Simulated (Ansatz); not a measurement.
C2H6O2Si can be A, `O=CC(O)[SiH3]`, or B, `O=C(O)C[SiH3]`.

Gas-phase electronic energies from Ansatz, PBE0-D4/def2-TZVP geometries. CCSD(T)/CBS is the MP2 limit (def2-TZVPP, def2-QZVPP) plus CCSD(T) − MP2 in def2-TZVPP, frozen cores. DFT in def2-TZVPP. B3LYP here is the variant with VWN-RPA as its local correlation; programs differ in this. Each species was taken in one conformer, which may not be the lowest.

Task: Which isomer does CCSD(T)/CBS put lower? Give the gap. (Estimate.)

Result: The calculation gave: B, by 27.8 kcal/mol.

Task: Give E(B) − E(A) in kcal/mol with B2PLYP, HF/def2-TZVPP, PBE0-D4, B3LYP-D4, CCSD/def2-TZVPP, MP2/def2-TZVPP, B3LYP. (Estimate.)

Result: The calculation gave: B2PLYP -28.3, HF/def2-TZVPP -30.7, PBE0-D4 -28.4, B3LYP-D4 -27.4, CCSD/def2-TZVPP -28.5, MP2/def2-TZVPP -29.2, B3LYP -27.6. None reverses the order clearly.

Largest T1 diagnostic: 0.015.

In def2-TZVPP, CCSD(T) changes the Hartree–Fock value by +2.5 kcal/mol (the triples alone add +0.3 kcal/mol) and MP2 by +1.5 kcal/mol. From PBE to PBE0 (25 % exact exchange), in def2-TZVPP and without D4, E(B) − E(A) moves by −1.5 kcal/mol.
